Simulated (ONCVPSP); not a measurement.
## What one change does to a pseudopotential (cobalt, ONCV)

* Element: Co (Z = 27)
* Generator: ONCVPSP 4.0.1
* Type: optimised norm-conserving Vanderbilt (ONCV)
* Functional: PW91
* Relativity: scalar-relativistic
* Frozen core: [Ne]
* Valence charge: 17
* Reference configuration: 3s2 3p6 3d7 4s2
* Partial waves: 3s+4s: rc 1.50 bohr, ncon 5, nbas 8, qcut 7.8 1/bohr, 3 projectors, debl 1.6 Ha; 3p: rc 0.90 bohr, ncon 3, nbas 6, qcut 10.5 1/bohr, 2 projectors, debl 2.2 Ha; 3d: rc 1.75 bohr, ncon 5, nbas 10, qcut 10.5 1/bohr, 1 projector
* Local potential: polynomial inside 0.55 bohr (lpopt 3, dvloc0 3 Ha)
* Core correction: none

In the p channel the program set the typed energies aside and used -2.414, 0.250 Ha.

Change: d: nproj 3.

Cutoffs: the cutoffs (Ha) at which the residual kinetic energy of the hardest occupied pseudo-wave falls to 1 and 0.1 mHa per electron; they do not see the model core or the augmentation charge, which bear on the density cutoff. Errors are all-electron minus pseudo energies relative to the spin-unpolarised reference configuration.

Task: What does the change do?

Result: The potential gets neither clearly harder nor softer (41 Ha and 46 Ha → 41 Ha and 46 Ha); of the 4 tests that both files solve, the error grows in 2 and shrinks in 0 by more than 15 % and 0.3 meV (median size 10.2 → 19.6 meV); the range in which the d phases agree widens (upper end 0.8 → at the end of the scan); neither file shows a bound ghost.

```csv
quantity,base,changed
"cutoff, loose",41 Ha,41 Ha
"cutoff, tight",46 Ha,46 Ha
bound ghosts,none,none
GHOST(+) flags under 300 eV,none,none
"error for 3s2 3p6 3d7 4s1, meV [ΔE 9.10 eV]",+1.1,+1.1
"error for 3s2 3p6 3d7 4s0, meV [ΔE 25.94 eV]",+7.3,+7.3
"error for 3s2 3p6 3d6 4s0, meV [ΔE 61.91 eV]",-13,+32
"error for 3s2 3p6 3d5 4s0, meV [ΔE 117.39 eV]",+255,+438
s: phases at 1.52 bohr within 0.05 rad from the reference energy up to (Ha; the scan ends near 5),to the end of the scan,to the end of the scan
p: phases at 0.91 bohr within 0.05 rad from the reference energy up to (Ha; the scan ends near 5),to the end of the scan,to the end of the scan
d: phases at 1.78 bohr within 0.05 rad from the reference energy up to (Ha; the scan ends near 5),0.8,to the end of the scan
```
